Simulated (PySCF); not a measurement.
# Two-component Hartree-Fock for Zn (zinc, neutral)

Start: [Ar] 3d10 4s2. Calculated with PySCF 2.14 in x2c-TZVPPall-2c (6s7p4d2f1g, 70 functions): generalised Hartree-Fock with the X2C-1e Hamiltonian and a Gaussian nucleus; one run each with spin-orbit coupling (SO) switched off, then screened by Boettger's factors.

```csv
spinor shell,electrons,"ε, spin-free (eV)","ε, screened SO (eV)",weight of nominal j (screened SO),"rms radius, screened SO (bohr)"
1s1/2,2,-9729.8,-9729.7,1.000,0.0580
2s1/2,2,-1233.5,-1233.5,1.000,0.244
2p1/2,2,-1064.9,-1081.3,1.000,0.217
3s1/2,2,-157.81,-157.80,1.000,0.731
3p1/2,2,-105.50,-107.75,1.000,0.770
3p3/2,4,-105.50,-104.41,1.000,0.781
3d3/2,4,-20.719,-20.984,1.000,1.01
3d5/2,6,-20.719,-20.543,1.000,1.01
4s1/2,2,-8.130,-8.131,1.000,3.08
```

(1) Where does 2p3/2 lie, and what is the 2p spin-orbit splitting (screened SO)?

```json
{"quantity": "E (hartree)", "spin-free": "-1794.22693", "screened SO": "-1794.27800"}
{"quantity": "M_J", "spin-free": "0", "screened SO": "0"}
{"quantity": "⟨J²⟩", "spin-free": "0.000", "screened SO": "0.000"}
{"quantity": "⟨L²⟩", "spin-free": "0.000", "screened SO": "0.002"}
{"quantity": "⟨S²⟩", "spin-free": "0.000", "screened SO": "0.002"}
```

Without spin-orbit coupling the j labels of p, d and f shells carry no meaning; the spin-free column gives the mean over the occupied spinors of each nl shell.

## Answers

(1) At -1056.9 eV, 24.371 eV above 2p1/2.
